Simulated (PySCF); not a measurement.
CH₈FNSi₂, SMILES CN([SiH3])[SiH2]F. Atoms are numbered in the order given.

```xyz
13

Si     1.7170    -0.7250     0.3599
N      0.2479     0.2361     0.4177
C      0.4059     1.6422     0.8176
Si    -1.2919    -0.3032    -0.1460
F     -1.5765     0.1384    -1.6923
H      2.3690    -0.7263     1.7036
H      1.3503    -2.1096    -0.0397
H      2.6994    -0.1625    -0.6153
H     -0.5716     2.0963     1.0461
H      0.8806     2.2524     0.0283
H      1.0248     1.7280     1.7278
H     -2.3548     0.3484     0.6607
H     -1.3307    -1.7833    -0.1048
```

The structure is a stationary point at B3LYP-D3(BJ)/def2-SVP. This is a generated structure with no PubChem entry under its InChIKey; it may be hypothetical. Other conformers were not sampled.

Two levels are set side by side: PBE/pcSseg-1 (PySCF) and PBE0/pcSseg-1 (PySCF). GIAO shifts against CFCl3 (¹⁹F), NH3 (¹⁵N), TMS (²⁹Si), TMS (¹H), TMS (¹³C) at the same level; non-relativistic, no solvent, atoms listed together averaged. Differences are taken from unrounded values.

```tsv
quantity	PBE0
δ(²⁹Si) of Si1 (ppm)	-42.2
δ(¹⁵N) of N2 (ppm)	40.8
δ(¹³C) of C3 (ppm)	39.0
δ(²⁹Si) of Si4 (ppm)	-8.1
δ(¹⁹F) of F5 (ppm)	-168.1
δ(¹H) of H12, H13 (ppm)	5.08
```

Question: What does PBE give, and how far is it from PBE0? (Estimate from the structure and the level; the computed values follow.)

Answer: 
```json
[
 {"quantity": "δ(²⁹Si) of Si1 (ppm)", "PBE": "-44.7", "PBE minus PBE0": "-2.5"},
 {"quantity": "δ(¹⁵N) of N2 (ppm)", "PBE": "52.7", "PBE minus PBE0": "11.9"},
 {"quantity": "δ(¹³C) of C3 (ppm)", "PBE": "40.7", "PBE minus PBE0": "1.7"},
 {"quantity": "δ(²⁹Si) of Si4 (ppm)", "PBE": "-7.9", "PBE minus PBE0": "0.2"},
 {"quantity": "δ(¹⁹F) of F5 (ppm)", "PBE": "-183.2", "PBE minus PBE0": "-15.1"},
 {"quantity": "δ(¹H) of H12, H13 (ppm)", "PBE": "5.31", "PBE minus PBE0": "0.23"}
]
```

Rough cost on one machine, each run with all the roots and properties that it gave: PBE0 against PBE within a factor of 2.
